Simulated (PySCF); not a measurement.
Job file and geometry (Å, from GFN2-xTB) of a spin–spin coupling run on SMILES FCC#CBC, C4H6BF, B3LYP/pcJ-1 indirect spin-spin coupling, non-relativistic, gas phase (PySCF 2.14.0, density-fitted response routines); density fitting, a coarse starting grid and PySCF grid level 2 are the driver's defaults:

```
$ OMP_NUM_THREADS=1 python probes_run.py task.json out

{"job": {"kind": "j", "xc": "B3LYP", "basis": "pcJ-1"}, "charge": 0, "multiplicity": 1}
C     -2.364803     0.620168     0.116418
B     -1.403828    -0.623467     0.042875
C      0.082460    -0.434401     0.104017
C      1.275554    -0.243907     0.167249
C      2.707267    -0.063773     0.242212
F      3.386466    -1.260770     0.141686
H     -1.863837     1.563726     0.316396
H     -3.133330     0.475706     0.874623
H     -2.897843     0.722779    -0.829285
H     -1.837620    -1.706800    -0.063641
H      3.062449     0.570561    -0.580335
H      2.988265     0.379493     1.206479
```

Question: What does the program print?

Answer: 
```
coarse grid: 10240 points
cycle   1  E = -280.5471344945  dE =  5.380e-01  |g| = 6.515e-01  |ddm| = 2.936e+00
cycle   2  E = -280.4362337953  dE =  1.109e-01  |g| = 9.925e-01  |ddm| = 1.307e+00
cycle   3  E = -280.6194445672  dE = -1.832e-01  |g| = 2.319e-01  |ddm| = 8.440e-01
cycle   4  E = -280.6319111810  dE = -1.247e-02  |g| = 7.590e-02  |ddm| = 2.050e-01
cycle   5  E = -280.6331608347  dE = -1.250e-03  |g| = 2.461e-02  |ddm| = 5.940e-02
cycle   6  E = -280.6332826717  dE = -1.218e-04  |g| = 4.035e-03  |ddm| = 2.213e-02
cycle   7  E = -280.6332860611  dE = -3.389e-06  |g| = 9.634e-04  |ddm| = 4.138e-03
final grid: 99880 points
cycle   8  E = -280.6832437619  dE = -1.159e-04  |g| = 6.979e-03  |ddm| = 2.340e-02
cycle   9  E = -280.6832365811  dE =  7.181e-06  |g| = 9.416e-03  |ddm| = 1.141e-02
cycle  10  E = -280.6832531317  dE = -1.655e-05  |g| = 1.312e-03  |ddm| = 6.952e-03
cycle  11  E = -280.6832532461  dE = -1.145e-07  |g| = 9.824e-04  |ddm| = 1.491e-03
cycle  12  E = -280.6832534651  dE = -2.189e-07  |g| = 3.158e-04  |ddm| = 7.691e-04
cycle  13  E = -280.6832534870  dE = -2.199e-08  |g| = 2.496e-05  |ddm| = 2.281e-04
cycle  14  E = -280.6832534872  dE = -1.222e-10  |g| = 9.910e-06  |ddm| = 2.889e-05
converged SCF energy = -280.6832534872

Indirect spin-spin couplings (Hz)
  i      j    bonds     total        FC       PSO       DSO        SD
  0 C    1 B    1     51.859    53.647    -2.243     0.149     0.307
  0 C    2 C    2      2.957     3.032    -0.086     0.011         -
  0 C    3 C    3      1.465     1.753    -0.244    -0.044         -
  0 C    4 C    4     -0.491    -0.497     0.030    -0.025         -
  0 C    5 F    5      6.251     6.057     0.028    -0.128     0.294
  0 C    6 H    1    131.278   129.256     1.533     0.489         -
  0 C    7 H    1    123.243   120.971     1.793     0.479         -
  0 C    8 H    1    119.957   117.584     1.884     0.488         -
  0 C    9 H    2      3.569     3.922    -0.119    -0.235         -
  0 C   10 H    5      0.189     0.217     0.066    -0.094         -
  0 C   11 H    5      0.171     0.199     0.066    -0.094         -
  1 B    2 C    1     92.421    94.275    -2.303     0.204     0.246
  1 B    3 C    2     18.213    17.299     0.387    -0.151     0.678
  1 B    4 C    3      1.220     1.035     0.174    -0.069     0.080
  1 B    5 F    4     -4.239    -4.249     0.157    -0.198     0.051
  1 B    6 H    2     -6.115    -5.574    -0.180    -0.396     0.035
  1 B    7 H    2     -4.457    -4.303     0.031    -0.330     0.145
  1 B    8 H    2     -4.283    -4.357     0.154    -0.296     0.217
  1 B    9 H    1    137.419   137.798    -1.551     0.596     0.576
  1 B   10 H    4     -0.681    -0.629     0.213    -0.265    -0.001
  1 B   11 H    4     -0.658    -0.607     0.210    -0.261     0.001
  2 C    3 C    1    158.482   153.852     4.504     0.126         -
  2 C    4 C    2     11.234    11.404    -0.052    -0.118         -
  2 C    5 F    3      8.247     8.609    -0.729    -0.285     0.652
  2 C    6 H    3      6.968     6.921    -0.087     0.134         -
  2 C    7 H    3      3.724     3.726     0.239    -0.241         -
  2 C    8 H    3      1.010     1.029     0.170    -0.189         -
  2 C    9 H    2      7.151     7.473    -0.218    -0.104         -
  2 C   10 H    3      3.110     2.691     0.823    -0.405         -
  2 C   11 H    3      3.116     2.702     0.817    -0.403         -
  3 C    4 C    1     80.721    82.887    -2.405     0.238         -
  3 C    5 F    2     15.843    19.906    -3.717    -0.068    -0.278
  3 C    6 H    4      0.159     0.184     0.001    -0.026         -
  3 C    7 H    4      1.091     1.067     0.276    -0.253         -
  3 C    8 H    4      1.173     1.105     0.295    -0.227         -
  3 C    9 H    3      3.792     3.305     0.808    -0.320         -
  3 C   10 H    2     -6.406    -6.140    -0.135    -0.131         -
  3 C   11 H    2     -6.510    -6.246    -0.137    -0.127         -
  4 C    5 F    1   -229.750  -283.148    29.968     0.635    22.795
  4 C    7 H    5     -0.412    -0.397     0.131    -0.145         -
  4 C    8 H    5     -0.523    -0.510     0.117    -0.131         -
  4 C    9 H    4      0.188     0.199     0.167    -0.179         -
  4 C   10 H    1    159.705   158.998    -0.247     0.954         -
  4 C   11 H    1    159.286   158.576    -0.244     0.954         -
  5 F    6 H    6     -0.335    -0.492     0.443    -0.459     0.173
  5 F    7 H    6      0.479     0.359     0.587    -0.555     0.088
  5 F    8 H    6      0.377     0.246     0.574    -0.531     0.089
  5 F    9 H    5     11.980    11.848     0.551    -0.367    -0.052
  5 F   10 H    2     54.650    49.282    10.526    -1.390    -3.768
  5 F   11 H    2     54.387    48.993    10.543    -1.391    -3.758
  6 H    7 H    2    -12.213   -12.330     3.041    -2.923         -
  6 H    8 H    2    -14.975   -15.103     2.986    -2.859         -
  6 H    9 H    3     12.248    12.450     2.082    -2.284         -
  7 H    8 H    2    -21.146   -21.293     2.896    -2.748         -
  7 H    9 H    3      3.062     3.159     0.542    -0.639         -
  7 H   10 H    6      1.663     1.725     0.594    -0.655         -
  7 H   11 H    6      0.574     0.626     0.401    -0.452         -
  8 H    9 H    3      0.942     1.025     0.740    -0.822         -
  8 H   10 H    6      0.984     1.032     0.327    -0.376         -
  8 H   11 H    6      2.073     2.133     0.566    -0.626         -
 10 H   11 H    2    -19.602   -19.646     2.474    -2.431         -
```

Size and cost of the density-fitted run: 222 basis functions, 50 s wall time on 1 thread of an Arm Neoverse V1, shared host; peak memory 0.9 GiB.
